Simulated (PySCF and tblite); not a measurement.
Values are calculated unless marked as measured or tabulated.
C11H14S, numbered as in [CH3:1][CH:2]([CH3:3])[c:4]1[cH:5][cH:6][c:7]2[c:8]([cH:9]1)[CH2:10][C@@H:11]2[SH:12].

Level: BHandHLYP-D3(BJ)/6-31G*//GFN2-xTB, thermal terms from GFN2-xTB, symmetry numbers and mirror pairs counted. Conformers within 2.5 kcal/mol (GFN2-xTB free energy) were kept, 4 at most. Programs: PySCF with density fitting and tblite.

Torsions listed: C1–C2–C4–C5, C10–C11–S12–H12. The 4-ring runs over atoms 7–8–10–11.

```json
{"conformer": "1", "shape": "4-ring flat; -117°, -59°", "symmetry": "C1", "dipole D": "2.13"}
{"conformer": "2", "shape": "4-ring flat; 62°, -58°", "symmetry": "C1", "dipole D": "2.14"}
{"conformer": "3", "shape": "4-ring flat; 62°, -159°", "symmetry": "C1", "dipole D": "1.94"}
{"conformer": "4", "shape": "4-ring flat; -118°, -159°", "symmetry": "C1", "dipole D": "1.94"}
```

(1) Which of these conformers is the most populated at 298.15 K, and with what share?

(2) Give the DFT energies and free energies relative to the lowest, and all weights.

(3) How does its share change from 250 K to 350 K?

The cap on conformers cut off some of the population, so the set may be incomplete.

Results:

(1) Conformer 1, about 47 %. The lead over the next is within the error of the method.

(2) 
```
conformer                      shape  E(DFT) kcal/mol  G(298.15 K) kcal/mol  weight %
        1   4-ring flat; -117°, -59°             0.00                  0.00      47.4
        2     4-ring flat; 62°, -58°             0.14                  0.16      36.3
        3    4-ring flat; 62°, -159°             1.49                  1.13       7.1
        4  4-ring flat; -118°, -159°             1.36                  0.97       9.2
```

(3) From 51 % to 44 %; the mixing entropy goes from 2.07 to 2.38 cal/(mol K).
